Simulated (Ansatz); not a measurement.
Basis-set series for C₇H₈FIn (`[CH3][In]([F])[c]1ccccc1`). Charge 0, multiplicity 1. In: def2 effective core potential. The structure was optimised at the PBE0-D4/def2-TZVP level. It is one conformer, not always the lowest.

| functional | basis | functions | energy (Eh) | HOMO (eV) | LUMO (eV) |
| --- | --- | --- | --- | --- | --- |
| PBE0-D4 | def2-SVP | 178 | -560.87200 | -7.43 | -1.29 |
| PBE0-D4 | def2-QZVPP | 778 | -561.32117 | -7.48 | -1.40 |
| ωB97M-V | def2-SVP | 178 | -561.07372 | -9.51 | 0.38 |
| ωB97M-V | def2-QZVPP | 778 | -561.53790 | -9.56 | 0.13 |

Task: Give the rows for def2-TZVPP. (Best estimate.)

Result: Ansatz gave: 
```csv
functional,basis,functions,energy (Eh),HOMO (eV),LUMO (eV)
PBE0-D4,def2-TZVPP,410,-561.29931,-7.46,-1.38
ωB97M-V,def2-TZVPP,410,-561.51734,-9.54,0.19
```

Positive LUMOs are unbound and depend on the basis.
